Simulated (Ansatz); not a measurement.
Geometry optimisation, Ansatz, RKS PBE-D4/def2-TZVP.

Input:

```yaml
crystal:
  periodic: [false, false, false]
  atoms:
    - { symbol: Sn, position_ang: [0.270091, 0.061179, -0.162315] }
    - { symbol: H, position_ang: [0.042176, -0.020258, 1.557843] }
    - { symbol: H, position_ang: [1.966982, -0.021736, -0.447004] }
    - { symbol: H, position_ang: [-0.349768, 1.534161, -0.768182] }
    - { symbol: H, position_ang: [-0.480105, -1.299783, -0.886585] }
    - { symbol: O, position_ang: [-2.612992, 0.043195, 1.137074] }
    - { symbol: H, position_ang: [-2.918525, -0.870855, 1.000766] }
    - { symbol: H, position_ang: [-1.81456, -0.055604, 1.714304] }
basis:
  gaussian: { orbitals: def2-TZVP }
hamiltonian:
  xc: pbe
  dispersion: d4
relax:
  f_tol: 0.03
  max_steps: 50
```

Command:

```bash
$ ansatz run input.yaml --threads 4 --pin off --max-ram 5120MiB --backend cpu --events-out ev --progress --plain --runs-dir out
```

**Question.** Where does it end, and by what steps?

**Answer.** The forces met the threshold. The force dipped under the threshold on the way, but the program's further checks kept it going. After 14 steps the energy has fallen by 0.049 eV; H8 moved furthest, 0.70 Å.

| step | energy less start (eV) | largest force component (eV/Å) | accepted |
| --- | --- | --- | --- |
| 0 | 0.0000 | 0.614 | yes |
| 1 | -0.0265 | 0.332 | yes |
| 2 | 0.0699 | 2.103 | no |
| 3 | -0.0331 | 0.176 | yes |
| 4 | -0.0386 | 0.062 | yes |
| 5 | -0.0428 | 0.138 | yes |
| 6 | -0.0464 | 0.057 | yes |
| 7 | -0.0475 | 0.070 | yes |
| 8 | 0.0116 | 2.070 | no |
| 9 | -0.0485 | 0.007 | yes |
| 10 | -0.0458 | 0.498 | no |
| 11 | -0.0488 | 0.040 | yes |
| 12 | -0.0485 | 0.171 | no |
| 13 | -0.0490 | 0.002 | yes |
| 14 | -0.0491 | 0.028 | yes |

```xyz
8
Properties=species:S:1:pos:R:3
Sn 0.377 0.050 -0.139
H 0.485 -0.007 1.574
H 1.990 0.002 -0.757
H -0.364 1.499 -0.669
H -0.445 -1.334 -0.737
O -2.559 0.027 1.056
H -2.934 -0.832 0.799
H -2.445 -0.035 2.020
```

Whether the end is a true minimum wasn't checked by a vibrational analysis.

The run took 9.3 s on 4 threads of Arm Neoverse V2 (shared host), peak memory 0.18 GiB.
